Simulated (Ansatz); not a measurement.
Species: CH₂O₃Si, charge 0, singlet. CH2O3Si (1,3,2-dioxasiletan-4-one, SMILES O=C1O[SiH2]O1).
B3LYP-D3(BJ)/def2-TZVP minimum from Ansatz (a first-principles code):
```xyz
7

O      2.0548    -0.1312     0.0015
C      0.8796    -0.0562     0.0007
O      0.0299     0.1874     1.0682
Si    -1.2755     0.0814    -0.0010
O      0.0074    -0.1898    -1.0682
H     -2.1561    -1.0748     0.2124
H     -2.0016     1.3403    -0.2155
```

Property: atomisation energy (electronic, to ground-state atoms), in kcal/mol. UHF or UKS for unpaired electrons; spin-orbit terms are left out. CBS(X,Y): correlation extrapolated as X^-3, Hartree-Fock from the larger set. A bracket is a step between two methods taken in the basis named. The functionals are non-relativistic, so their misses hold any scalar relativity. 'core' is core correlation in cc-pwCVTZ (1s frozen past Ne), 'X2C' scalar relativity in cc-pVTZ-DK, both at CCSD(T). For partners of very few electrons the exact lower level stands in for a higher one.

CCSD(T)/CBS(cc-pV(T+d)Z,cc-pV(Q+d)Z) + [CCSDT(Q) - CCSD(T)]/cc-pV(D+d)Z + core + X2C (Ansatz) gives 729.5 kcal/mol.

Problem. What does PBE/def2-TZVPD (Ansatz) give here, and how do the other levels compare?

Solution. PBE gives 749.9 kcal/mol, 20.4 kcal/mol above it. Differences of the others: r2SCAN/def2-TZVPD (Ansatz) 1.7; PBE0/def2-TZVPD (Ansatz) -8.0; CCSD(T)/CBS(cc-pV(T+d)Z,cc-pV(Q+d)Z) + core + X2C (Ansatz) -1.2 kcal/mol. Nearer than PBE: r2SCAN/def2-TZVPD, PBE0/def2-TZVPD, CCSD(T)/CBS(cc-pV(T+d)Z,cc-pV(Q+d)Z) + core + X2C.
